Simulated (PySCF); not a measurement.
Job file and geometry (Å, from GFN2-xTB) of an NMR shielding run on `InChI=1S/C5H11NO3Si/c1-8-2-4-3-10(9-4)5(6)7/h4,10H,2-3H2,1H3,(H2,6,7)/t4-,10+/m1/s1`, GIAO PBE0/pcSseg-1 NMR shielding, non-relativistic, gas phase in PySCF 2.14.0, density-fitted response routines; density fitting, a coarse starting grid and PySCF grid level 2 are the driver's defaults:

```
$ OMP_NUM_THREADS=1 python probes_run.py task.json out

{"job": {"kind": "nmr", "xc": "PBE0", "basis": "pcSseg-1"}, "charge": 0, "multiplicity": 1}
C      3.787416    -0.305561     0.100306
O      2.468345    -0.789244     0.112134
C      1.537906     0.170784     0.542966
C      0.147048    -0.438572     0.505534
C     -0.358292    -0.716534    -0.912947
Si    -1.491599     0.778076    -0.572561
C     -3.398961     0.637115    -0.497779
N     -3.904330    -0.008568     0.574554
O     -4.105006     1.093054    -1.374637
O     -0.812258     0.534710     0.931403
H      4.102626     0.014363     1.101139
H      4.416109    -1.128469    -0.233516
H      3.894690     0.542010    -0.588167
H      1.553692     1.056022    -0.112012
H      1.764412     0.503403     1.567877
H      0.108482    -1.297524     1.179539
H     -0.829089    -1.690142    -1.007585
H      0.412166    -0.624685    -1.669111
H     -1.089997     2.026344    -1.216189
H     -3.307372    -0.271807     1.338686
H     -4.904909    -0.067831     0.694004
```

Q: Write the output of this run.

A: 
```
coarse grid: 18200 points
cycle   1  E = -766.0237822596  dE =  1.641e+00  |g| = 1.144e+00  |ddm| = 4.110e+00
cycle   2  E = -765.3240796388  dE =  6.997e-01  |g| = 2.190e+00  |ddm| = 2.739e+00
cycle   3  E = -766.2492418548  dE = -9.252e-01  |g| = 3.699e-01  |ddm| = 2.018e+00
cycle   4  E = -766.2738485583  dE = -2.461e-02  |g| = 1.282e-01  |ddm| = 3.486e-01
cycle   5  E = -766.2766261904  dE = -2.778e-03  |g| = 3.238e-02  |ddm| = 1.050e-01
cycle   6  E = -766.2768354925  dE = -2.093e-04  |g| = 1.015e-02  |ddm| = 3.277e-02
cycle   7  E = -766.2768550488  dE = -1.956e-05  |g| = 3.301e-03  |ddm| = 9.879e-03
cycle   8  E = -766.2768570489  dE = -2.000e-06  |g| = 8.617e-04  |ddm| = 2.785e-03
final grid: 171680 points
cycle   9  E = -766.3651145086  dE = -2.585e-05  |g| = 1.784e-02  |ddm| = 3.068e-02
cycle  10  E = -766.3649920598  dE =  1.224e-04  |g| = 3.127e-02  |ddm| = 3.065e-02
cycle  11  E = -766.3651706938  dE = -1.786e-04  |g| = 4.374e-03  |ddm| = 2.146e-02
cycle  12  E = -766.3651743962  dE = -3.702e-06  |g| = 5.621e-04  |ddm| = 3.093e-03
cycle  13  E = -766.3651744482  dE = -5.201e-08  |g| = 1.976e-04  |ddm| = 6.073e-04
cycle  14  E = -766.3651744557  dE = -7.539e-09  |g| = 5.397e-05  |ddm| = 1.939e-04
cycle  15  E = -766.3651744562  dE = -4.561e-10  |g| = 2.280e-05  |ddm| = 6.085e-05
converged SCF energy = -766.3651744562

GIAO shielding tensors (ppm)
atom      isotropic    diamagn.    paramagn.     s11        s22        s33       span
  0 C      124.963     241.276    -116.312     93.601     97.595    183.694     90.094
  1 O      315.927     399.138     -83.211    291.178    312.814    343.789     52.611
  2 C      104.586     250.245    -145.659     75.971     88.391    149.394     73.423
  3 C      107.115     249.086    -141.971     82.893     88.070    150.382     67.489
  4 C      159.354     255.677     -96.324    127.555    156.353    194.153     66.597
  5 Si     344.894     882.142    -537.249    284.539    351.308    398.834    114.295
  6 C        6.078     255.957    -249.880    -79.693     -0.045     97.971    177.665
  7 N      135.151     320.864    -185.713      9.992    163.096    232.365    222.373
  8 O     -155.228     395.521    -550.749   -551.060   -256.044    341.420    892.480
  9 O      254.537     400.607    -146.070    197.944    263.251    302.415    104.471
 10 H       28.255      27.069       1.186     24.474     25.796     34.495     10.022
 11 H       27.713      26.983       0.730     23.752     25.075     34.314     10.562
 12 H       28.265      28.090       0.174     24.406     26.186     34.202      9.797
 13 H       28.442      34.038      -5.597     25.511     28.202     31.612      6.102
 14 H       27.874      32.535      -4.661     24.667     28.306     30.650      5.983
 15 H       26.955      33.126      -6.170     23.863     26.487     30.516      6.653
 16 H       29.233      32.583      -3.350     26.380     27.532     33.787      7.407
 17 H       29.753      33.005      -3.253     25.541     29.303     34.415      8.874
 18 H       26.138      30.743      -4.605     22.507     25.041     30.867      8.359
 19 H       25.530      34.258      -8.728     20.837     26.549     29.205      8.367
 20 H       26.381      26.892      -0.512     21.139     23.827     34.176     13.037
```

Size and cost of the density-fitted run: 232 basis functions, 3 min wall time (2.7 min CPU) on 1 thread of an Intel Xeon, shared host; peak memory 1.1 GiB.
